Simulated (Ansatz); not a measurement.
## A ladder of methods for BBr2F (dibromofluoroborane)

BBr2F has 4 atoms, charge 0, and is taken as a singlet. SMILES: `FB(Br)Br`. The shape is that of a PBE0-D4/def2-TZVP optimisation.

```xyz
4

F     1.3166    0.4660    0.3644
B     0.1240    0.0438    0.0342
Br   -0.4830   -1.6294    0.7015
Br   -0.9575    1.1197   -1.1000
```

Each level gives the electronic atomisation energy (eV). The values are calculated. Electronic energies at fixed atoms, without zero-point motion or spin-orbit coupling.

```csv
level,kind,program,value (eV),CPU time (all runs)
SVWN5/cc-pVDZ,LDA,Ansatz,17.46,3.2 s
revPBE/cc-pVDZ,GGA,Ansatz,14.47,4.5 s
r2SCAN/cc-pVDZ,meta-GGA,Ansatz,14.89,12 s
PBE0/cc-pVDZ,global hybrid,Ansatz,14.69,4.9 s
CAM-B3LYP/cc-pVDZ,range-separated hybrid,Ansatz,14.44,5.5 s
wB97X/cc-pVDZ,range-separated hybrid,Ansatz,14.45,17 s
PBE-QIDH/cc-pVDZ,double hybrid,Ansatz,14.40,6.8 s
RPA@PBE/cc-pVDZ,RPA,Ansatz,11.80,7.5 s
CCSD/cc-pVDZ,coupled cluster or CI,Ansatz,13.23,7.2 s
```

All-electron rows without a relativistic Hamiltonian named are non-relativistic. The values span 11.80 to 17.46 eV. In the correlated wave-function rows the outer d shell of Br is correlated, in sets not made for it. CPU times are rough (shared hosts, several kinds of processor): they show what a rung costs within a factor of a few.
